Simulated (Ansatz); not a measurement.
`[CH2]1[GeH2][Se]1` → C• + Ge• + 4 H• + Se•  (atomization)

Calculated with Ansatz (gas phase, PBE0-D4/def2-TZVP geometries, no zero-point term in ΔE). CBS: MP2 limit from def2 TZ/QZ plus the TZ coupled-cluster correction, frozen cores. This one scheme is used for every species, atoms too. Functionals use def2-TZVPP. B3LYP here is the variant with VWN-RPA as its local correlation; programs differ in this. HSE06 is defined as in plane-wave codes. No spin–orbit coupling; open shells (•) take unrestricted orbitals. Spin–orbit coupling would lower the free atoms: a little for C; clearly for Ge, Se. For Ge, Se outer-core shells are correlated without core-valence functions, so the limit isn't a true one: a few kJ/mol of doubt a bond, and 10 to 20 or more in all where bonds break to atoms. Scalar relativity is left out up to krypton.

`[CH2]1[GeH2][Se]1`:

Cartesian coordinates in Å:
```
C 0.135 -0.015 -0.970
Ge 0.017 0.134 0.946
Se -1.394 -1.160 -0.363
H -0.182 0.827 -1.576
H 0.950 -0.589 -1.396
H -0.567 1.407 1.553
H 1.040 -0.603 1.807
```

CCSD(T)/CBS gives +2152.2 kJ/mol.

Another level gave +2136.1 kJ/mol. Which?
A. B3LYP/def2-TZVPP
B. HSE06/def2-TZVPP
C. r2SCANh-D4/def2-TZVPP
D. B3LYP-D4/def2-TZVPP

C. r2SCANh-D4 2136.1, HSE06 2124.9, B3LYP-D4 2117.0, B3LYP 2092.5 kJ/mol.

Largest T1 diagnostic among the species: 0.011.

At CCSD(T), def2-SVP lies −163.8 kJ/mol from the extrapolated value and def2-TZVPP −54.3 kJ/mol: correlation converges slowly with the basis, and small sets miss more of it in the bonded molecule than in its fragments. The D4 term adds +24.4 kJ/mol with B3LYP and +12.4 kJ/mol with PBE0; it sums over pairs of atoms, weighted by their polarisabilities, and B3LYP, whose exchange is more repulsive, gets the larger term.

For atomizations the MP2-based limit and the directly extrapolated one differ by several kJ/mol either way, and by 10 to 25 for some Ge, Se and Sn compounds, so smaller differences from it don't rank the levels.
